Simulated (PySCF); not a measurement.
A calculated (r2SCAN, PySCF 2.14, def2-TZVP, no relativity, point nucleus) atom or ion has these occupied shells.

```json
{"shell": "1s α", "electrons": "1", "orbital energy (eV)": "-5346.6", "rms radius, mean of both spins (bohr)": "0.0776"}
{"shell": "1s β", "electrons": "1", "orbital energy (eV)": "-5346.6", "rms radius, mean of both spins (bohr)": "0.0776"}
{"shell": "2s α", "electrons": "1", "orbital energy (eV)": "-603.09", "rms radius, mean of both spins (bohr)": "0.337"}
{"shell": "2s β", "electrons": "1", "orbital energy (eV)": "-601.82", "rms radius, mean of both spins (bohr)": "0.337"}
{"shell": "2p α", "electrons": "3", "orbital energy (eV)": "-507.32", "rms radius, mean of both spins (bohr)": "0.305"}
{"shell": "2p β", "electrons": "3", "orbital energy (eV)": "-506.35", "rms radius, mean of both spins (bohr)": "0.305"}
{"shell": "3s α", "electrons": "1", "orbital energy (eV)": "-72.470", "rms radius, mean of both spins (bohr)": "1.03"}
{"shell": "3s β", "electrons": "1", "orbital energy (eV)": "-69.265", "rms radius, mean of both spins (bohr)": "1.03"}
{"shell": "3p α", "electrons": "3", "orbital energy (eV)": "-46.200", "rms radius, mean of both spins (bohr)": "1.11"}
{"shell": "3p β", "electrons": "3", "orbital energy (eV)": "-42.879", "rms radius, mean of both spins (bohr)": "1.11"}
{"shell": "3d α", "electrons": "3", "orbital energy (eV)": "-7.057", "rms radius, mean of both spins (bohr)": "1.59"}
{"shell": "4s α", "electrons": "1", "orbital energy (eV)": "-5.078", "rms radius, mean of both spins (bohr)": "3.72"}
{"shell": "4s β", "electrons": "1", "orbital energy (eV)": "-4.298", "rms radius, mean of both spins (bohr)": "3.72"}
```

Task: Name the element and its charge.

Result: V (vanadium, neutral), in [Ar] 3d3 4s2, high-spin 4F determinant.
